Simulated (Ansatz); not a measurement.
System: C₂H₆Br₃NSi (charge 0, singlet). 
Structure (B3LYP-D3(BJ)/def2-TZVP (Ansatz, a first-principles code) minimum search):
SMILES: Br[Si](Br)(Br)N(C)C
```xyz
13

C     -2.7754    -0.5914    -0.6642
N     -1.7874     0.4421    -0.3741
C     -2.3880     1.6639     0.1499
Si    -0.1689     0.0527    -0.0658
Br     0.1571    -0.7485     1.9987
Br     1.1046     1.8584    -0.2785
Br     0.5277    -1.5001    -1.4909
H     -2.3009    -1.4728    -1.0891
H     -3.3201    -0.8906     0.2387
H     -3.4983    -0.2112    -1.3911
H     -3.1090     2.0551    -0.5730
H     -2.9129     1.4800     1.0944
H     -1.6312     2.4264     0.3185
```

Computed values are from Ansatz. Valence correlation only, unless marked. Open shells are spin-unrestricted. Spin-orbit coupling is left out. Frozen are the shells of the preceding noble gas and the d and f shells that filled before the atom's block. Non-relativistic. CBS marks a two-point X^-3 extrapolation of the correlation energy; Hartree-Fock from the larger set. [CCSD(T)-MP2]/basis is that difference in the basis named.

Problem. What is the T1 diagnostic at CCSD/def2-TZVPPD?

Solution. 0.011.

Problem. What is the dipole moment at CCSD(T)/def2-SVPD?

Solution. 2.61 D.

Problem. What is the atomisation energy De at RI-MP2/CBS(def2-TZVPPD,def2-QZVPPD)+[CCSD(T)-MP2]/def2-TZVPPD?

Solution. 4599.5 kJ/mol.

Problem. What is the total energy at RI-MP2/CBS(def2-TZVPPD,def2-QZVPPD)+[CCSD(T)-MP2]/def2-TZVPPD?

Solution. -8141.7098 Eh.
